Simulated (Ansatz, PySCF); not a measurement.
Process, species as SMILES: C[SiH](C)F [fluoro(dimethyl)silane] -> [CH2][SiH](C)F + H atom (the C-H bond at the site shown breaks; other sites are not compared here)
Each molecule is optimised on its own at B3LYP-D3(BJ)/def2-TZVP (Ansatz, a first-principles code), one conformer each, not searched for the lowest. Frequencies are from Ansatz or PySCF.

Quantity: bond dissociation energy (0 K, with B3LYP-D3(BJ) harmonic zero-point energies), in kJ/mol. Correlated levels leave the core frozen unless marked. UHF or UKS for open shells. No spin-orbit coupling. Non-relativistic unless marked X2C. CBS(X,Y): correlation extrapolated as X^-3; Hartree-Fock from the larger set. The bracket is a focal-point correction in the basis named.

```tsv
level	program	bond dissociation energy (kJ/mol)
revPBE-D3(BJ)/def2-TZVPD	Ansatz + dftd3	400.1
```

Q: Predict the RI-MP2/CBS(cc-pV(T+d)Z,cc-pV(Q+d)Z)+[CCSD(T)-MP2]/cc-pV(T+d)Z result (Ansatz).

A: 421.4 kJ/mol
